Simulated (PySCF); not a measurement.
How methods differ on the excitation energy of Ru

Ru [Kr] 4d7 5s1 (5F) → Ru [Kr] 4d6 5s1 5p1 (high-spin determinant), as a difference of total energies. Computed with PySCF 2.14 in x2c-TZVPPall (8s6p6d2f1g, 79 functions), with scalar relativity by spin-free X2C-1e. Correlated levels: valence: [Kr] frozen. The calculations carry no spin-orbit coupling.

```tsv
method	excitation energy (eV)
UHF	1.691
MP2 (valence)	3.005
SCS-MP2 (valence)	3.320
CCSD (valence)	2.855
CCSD(T) (valence)	2.925
```

Problem. How much does correlation contribute at CCSD(T) (valence)?

Solution. 2.925 − (1.691) = 1.234 eV, measured against UHF.

The basis was made for the ground configuration and has no added diffuse functions, so the excitation energy can come out too high.

The determinant of the upper state mixes LS terms, which raises its energy above the lowest term, most at the Hartree-Fock and MP2 levels.
